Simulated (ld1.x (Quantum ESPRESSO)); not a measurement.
Transferability test, TM potential for Yb (Z = 70)

- Element: Yb
- Generator: ld1.x (Quantum ESPRESSO) 7.5
- Type: norm-conserving Troullier–Martins (Kleinman–Bylander form)
- Functional: Wu–Cohen
- Relativity: fully relativistic
- Frozen core: [Kr] 4d10 4f14
- Valence charge: 10
- Reference configuration: 5s2 5p6 5d0.5 6s1.5 6p0
- Partial waves: 5s (bound): rc 2.05 bohr; 5p (bound): rc 2.15 bohr; 5d (bound): rc 3.25 bohr
- Local potential: all-electron potential smoothed inside 3.20 bohr (lloc = -1)
- Core correction: none

Open shells are filled in proportion to 2j + 1 (rel_dist='average').

Occupied shells without a wave of their own: 6s. They enter only through the test configuration that unscreens the potential.

Energies are relative to the spin-unpolarised reference configuration 5s2 5p6 5d0.5 6s1.5 6p0; without spin polarisation the order of configurations can differ from experiment.

| valence configuration | charge | ΔE all-electron (eV) | error AE − PS (meV) |
| --- | --- | --- | --- |
| 5s2 5p6 5d0 6s0 6p0 | +2 | 16.975 | +1340 |
| 5s2 5p6 5d0 6s0 6p2 | 0 | 4.385 | +583 |
| 5s2 5p6 5d0 6s1 6p1 | 0 | 1.310 | +142 |
| 5s1 5p6 5d0 6s2 6p0 | +1 | 59.449 | -1554 |
| 5s2 5p6 5d0 6s0 6p1 | +1 | 8.645 | +864 |

What are ΔE and the potential's error for 5s2 5p6 5d0 6s1 6p0?

ΔE = 4.904 eV all-electron; the error (AE − PS) is +337 meV.

What are ΔE and the potential's error for 5s2 5p6 5d0 6s2 6p0?

ΔE = -1.631 eV all-electron; the error (AE − PS) is -266 meV.

The 6s level has no wave, so the channel is fitted at the deeper level alone: the likely source of the large errors.

The potential misses its own reference levels by up to 0.5 eV.
